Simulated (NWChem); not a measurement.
C4H4O2; SMILES C1(COC1=C)=O

```xyz
10

C      1.1181     1.6873     0.0000
C      0.2252     0.6985     0.0000
O     -1.1648     0.7519     0.0000
C     -1.3066    -0.7019     0.0000
C      0.2342    -0.7995     0.0000
O      1.0541    -1.6778     0.0000
H      0.8221     2.7306     0.0000
H      2.1738     1.4419     0.0000
H     -1.8109    -1.0657    -0.9008
H     -1.8109    -1.0657     0.9008
```
Atoms are numbered in this order, from 1.

Computed with NWChem. Pople sets run with spherical d functions. Coordinates come from a B3LYP/6-31G* (spherical d) optimisation. Atomic charges in e: unrestrained fits to the electrostatic potential beside Mulliken populations; buried atoms are poorly determined by the fit.

For level Hartree-Fock/6-31G*:

```
Item         Result
-----------  ------
Mulliken C1   -0.48
Mulliken C2    0.45
Mulliken O3   -0.70
Mulliken C4   -0.05
Mulliken C5    0.39
```

Estimate the same quantities for level B3LYP/def2-SVP.


| Item | Result |
|---|---|
| Mulliken C1 | -0.07 |
| Mulliken C2 | 0.10 |
| Mulliken O3 | -0.33 |
| Mulliken C4 | 0.19 |
| Mulliken C5 | 0.06 |
